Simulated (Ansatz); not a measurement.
`O=C=[N][SnH2][Cl]` → `[N]=C=O`• + `[Cl][SnH2]`•  (homolysis of the N–Sn bond)

Program: Ansatz. Geometries: PBE0-D4/def2-TZVP. ΔE: electronic, gas phase. CCSD(T)/CBS is the MP2 limit (def2-TZVPP, def2-QZVPP) plus CCSD(T) − MP2 in def2-TZVPP, frozen cores. This one scheme is used for every species. DFT in def2-TZVPP. B3LYP here is the variant with VWN-RPA as its local correlation; programs differ in this. Open shells (•) are unrestricted, without spin–orbit coupling. def2 core potentials past Kr. For Sn outer-core shells are correlated without core-valence functions, which leaves a few kJ/mol of doubt a bond. One conformer a species, not always the lowest.

(1) What is ΔE at CCSD(T)/CBS? (An estimate is asked.)

(2) What do these levels give: B3LYP-D4, B2PLYP, BLYP, r2SCANh, BHLYP, CCSD/CBS(def2)? (Estimate.)

Largest T1 diagnostic among the species: 0.026.

Results:

(1) The calculation gave: +4.19 eV.

(2) Computed: B3LYP-D4 3.79, B2PLYP 3.93, BLYP 3.47, r2SCANh 3.79, BHLYP 3.73, CCSD/CBS(def2) 4.08 eV.

The D4 term adds +0.13 eV with B3LYP and +0.07 eV with PBE0; it sums over pairs of atoms, weighted by their polarisabilities, and B3LYP, whose exchange is more repulsive, gets the larger term. Leaving LDA and LC-ωPBE aside and taking each functional with its dispersion term where it has one, the values, not all of them listed here, spread over 0.52 eV, from BLYP-D4 to PBE-QIDH. LDA lies +0.70 eV from PBE without D4, its usual overbinding. From BLYP to BHLYP (50 % exact exchange), in def2-TZVPP and without D4, ΔE moves by +0.26 eV.
